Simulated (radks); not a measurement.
The numbers below are computed, except where a source is named.
Initial-state core-level shifts of the praseodymium ion Pr+ when its valence configuration changes from [Xe] 4f3 6s1. Level of theory: scalar-relativistic Kohn-Sham, SCAN, spin-unpolarised, spherical densities, finite nucleus; meta-GGA in the generalised Kohn-Sham scheme; Fermi nuclear charge, rms radius 4.8919 fm (a radial shooting solver on a logarithmic mesh with Libxc functionals). Shifts are changes of the shell-averaged eigenvalues in eV (positive: less bound); the change of the density at the nucleus, which sets a Mossbauer isomer shift, is in e/bohr^3, on a base of 4.334e+05.

| valence | 1s | 2s | 3d | 4p | density at nucleus |
|---|---|---|---|---|---|
| 4f2.5 5d0.5 | -2.911 | -3.165 | -3.559 | -3.309 | +10.48 |
| 4f2 6p1 | -9.637 | -10.300 | -11.114 | -10.481 | +28.45 |
| 4f1.5 5d0.5 6p1 | -13.336 | -14.346 | -15.695 | -14.593 | +42.11 |
| 4f1.5 5d1.5 | -9.765 | -10.656 | -12.040 | -10.989 | +35.82 |
| 4f1 6p2 | -21.043 | -22.588 | -24.481 | -22.701 | +65.79 |
| 4f0.5 5d0.5 6p2 | -25.259 | -27.222 | -29.756 | -27.274 | +81.88 |
| 4f2.5 6p0.5 | -4.536 | -4.836 | -5.203 | -4.950 | +12.62 |
